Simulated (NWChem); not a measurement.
System: AlNH₃Cl₂ cation, singlet

```xyz
7

Al    -0.0286    -0.0001     0.0024
Cl     0.7263    -1.9029     0.0032
Cl     0.7027     1.9121     0.0043
N     -2.0156    -0.0168    -0.0049
H     -2.4014    -0.2052    -0.9398
H     -2.4185     0.8796     0.2966
H     -2.4046    -0.7454     0.6077
```
Atoms are numbered in this order, from 1.

Program: NWChem. Pople sets run with spherical d functions. Low-valent species are run as closed-shell singlets; no triplet was tried in these runs. Geometry: optimised at B3LYP/6-31G* (spherical d). Atomic charges in e: unrestrained fits to the electrostatic potential beside Mulliken populations; buried atoms are poorly determined by the fit.

For level Hartree-Fock/6-31G*:

```yaml
ESP Al1: 0.96
Mulliken Al1: 1.00
ESP N4: -0.56
Mulliken N4: -1.12
```

Problem. What are these values for level B3LYP/def2-SVP?

Solution. The ESP Al1 comes out as 0.74 and the Mulliken Al1 comes out as 0.81. The ESP N4 is -0.40. The Mulliken N4 is -0.22.
